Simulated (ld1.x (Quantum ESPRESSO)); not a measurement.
**Ranking PAW potentials for oxygen**

All share these settings but for the change named:

oxygen, PAW, made with ld1.x (Quantum ESPRESSO) 7.5 (PBE, scalar-relativistic). Core [He], reference 2s2 2p3.5 (charge +0.5). Waves: 2s (bound): rcut 0.55, rcutus 0.60 bohr; 2s channel at -1.75 Ry: rcut 0.55, rcutus 0.60 bohr; 2p (bound): rcut 1.70, rcutus 2.05 bohr; 2p channel at -0.5 Ry: rcut 1.70, rcutus 2.05 bohr; 3d channel at 0.45 Ry: rcut 2.00, rcutus 2.35 bohr; 3d channel at 1.8 Ry: rcut 2.00, rcutus 2.35 bohr. Local part: all-electron potential smoothed inside 1.05 bohr (lloc = -1). Core correction: a·sin(br)/r model core, default radius (core density twice the valence density). Augmentation charge: PSQ, inside the norm-conserving radii.

Test errors are all-electron minus pseudo excitation energies from the reference, over 2s2 2p4; 2s2 2p3; 2s2 2p2; 2s1 2p5; 2s2 2p0; 2s2 2p4.3; 2s1 2p4. None of these files shows a bound ghost.

The base gives 79.2 meV.

Of 7 variants that were run, those that failed, showed a ghost or another fault, or gave nearly equal values are left out.

Question: Rank these variants by their largest absolute test error, smallest first.
A. wave 2p channel at -0.5 Ry: rcut 1.70, rcutus 2.05 bohr becomes 2p channel at -0.97 Ry: rcut 1.70, rcutus 2.05 bohr
B. wave 2p channel at -0.5 Ry: rcut 1.70, rcutus 2.05 bohr becomes 2p channel at 1.43 Ry: rcut 1.70, rcutus 2.05 bohr
C. wave 2p channel at -0.5 Ry: rcut 1.70, rcutus 2.05 bohr becomes 2p channel at -1.05 Ry: rcut 1.70, rcutus 2.05 bohr

Answer: B (21.8 meV), C (40.9 meV), A (46.4 meV).
